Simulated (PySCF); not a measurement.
Species: C₆H₁₀FP.
Atom-mapped SMILES: `[CH3:1][C:2]1=[C:3]([F:4])[CH2:5][P:6]([CH3:7])[CH2:8]1` (hydrogens: H9, H10, H11 on C1; H12, H13 on C5; H14, H15, H16 on C7; H17, H18 on C8)

Computed with PySCF, TDDFT CAM-B3LYP/def2-SVPD, vertical, gas phase, core orbitals frozen in the response. Isolated species at its GFN2-xTB geometry (one conformer only).

Predict the UV-vis stick spectrum at this level.

```
state  E (eV)  ν̃ (cm⁻¹)       f  |μ| (D)   main configurations (H = HOMO, L = LUMO)
   S1    6.29      50760  0.0066     0.53                                H→L+1 (79%)
   S2    6.43      51830  0.0039     0.40                     H-1→L (44%), H→L (33%)
   S3    6.67      53810   0.073     1.69    H→L+2 (36%), H-1→L+2 (14%), H-1→L (11%)
   S4    6.83      55060   0.030     1.07        H→L (37%), H→L+2 (22%), H-1→L (12%)
   S5    6.86      55300   0.071     1.65                 H-1→L+1 (65%), H-1→L (10%)
   S6    6.99      56360   0.016     0.78                 H→L+3 (37%), H-1→L+3 (37%)
   S7    7.20      58090   0.094     1.85  H-1→L+2 (32%), H-1→L+3 (22%), H→L+3 (22%)
   S8    7.24      58410   0.104     1.95  H-1→L+2 (24%), H→L+3 (17%), H-1→L+4 (15%)
```

Triplets, Tamm–Dancoff:

| state | E (eV) | λ (nm) | main configurations (H = HOMO, L = LUMO) |
| --- | --- | --- | --- |
| T1 | 4.39 | 282.5 | H-1→L+3 (34%), H-1→L+1 (21%), H→L+3 (20%) |
| T2 | 5.25 | 236.2 | H→L+1 (46%), H-1→L+1 (20%), H→L+5 (14%) |
| T3 | 5.56 | 223.1 | H→L+2 (37%), H-1→L+2 (16%), H→L+6 (10%) |

The lowest singlet lies at 6.29 eV (197 nm, vacuum ultraviolet) and is weak; its leading configuration is HOMO→LUMO+1 (79%). The most intense listed level is S8 at 7.24 eV (171 nm, f = 0.104), 0.95 eV above S1. It is the last of those listed, so stronger ones may follow. Löwdin shares by element: HOMO phosphorus 44%, carbon 31% or more (atoms not listed hold the other 25%); LUMO carbon 43% or more (atoms not listed hold the other 57%). Of the 8 states listed, 6 reach f = 0.01 and none stays under 0.0005. The oscillator strengths of these states sum to 0.398; summed over the whole spectrum of an exact calculation they would give the number of electrons, 70 (Thomas–Reiche–Kuhn). Weighted by f, the mean energy of these states is 6.99 eV. Only the lowest 8 singlets were computed, as vertical energies without vibronic structure.
